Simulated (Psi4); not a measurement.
F4Ti, charge -1, doublet, geometry from GFN2-xTB (such geometries of metal compounds can be far from the true shape) (the multiplicity is a formal guess) (a gas-phase anion, which may not be bound at this level). Base run: PBE/STO-3G (Psi4).

Input for Psi4:
```
memory 2 GB

molecule {
-1 2
Ti   -0.00000000   -0.00000000   -0.00000000
F     1.24118707    0.52094629   -1.19108730
F     1.05052930   -0.83865025    1.19317781
F    -1.25479205   -0.63428937   -1.11972909
F    -1.03692432    0.95199333    1.11763858
}

set {
  basis sto-3g
  reference uks
}

energy('pbe')
print_variables()
```

Variants of this job, named by their change:

| change | ΔE vs base (µEh) | SCF cycles | grid points | basis functions |
|---|---|---|---|---|
| base | 0.0 | 6 | 107514 | 38 |
| df_basis_scf = def2-universal-jkfit | 0.0 | 6 | 107514 | 38 |
| guess = huckel | 0.0 | 7 | 107514 | 38 |
| ints_tolerance = 1e-8 | 0.0 | 6 | 107514 | 38 |
| dft_pruning_scheme = robust | -52.7 | 6 | 73548 | 38 |
| scf_initial_accelerator = ediis | 0.0 | 6 | 107514 | 38 |
| e_convergence = 1e-8 | 0.0 | 7 | 107514 | 38 |
| cholesky_tolerance = 1e-6 (with scf_type cd) | 2844 | 6 | 107514 | 38 |
| basis_guess = sto-3g | 0.0 | 1 | 107514 | 38 |
| diis_max_vecs = 3 | 0.0 | 8 | 107514 | 38 |
| basis_guess = true | 0.0 | 6 | 107514 | 38 |
| scf_initial_accelerator = none | 0.0 | 6 | 107514 | 38 |
| dft_radial_scheme = mura | -14.9 | 6 | 109188 | 38 |

Open shells are given as the SCF converged; they aren't shown to be the lowest states, and a large step between rows can be another state.

A gas-phase anion may not be bound at this level; its values then depend on the basis.
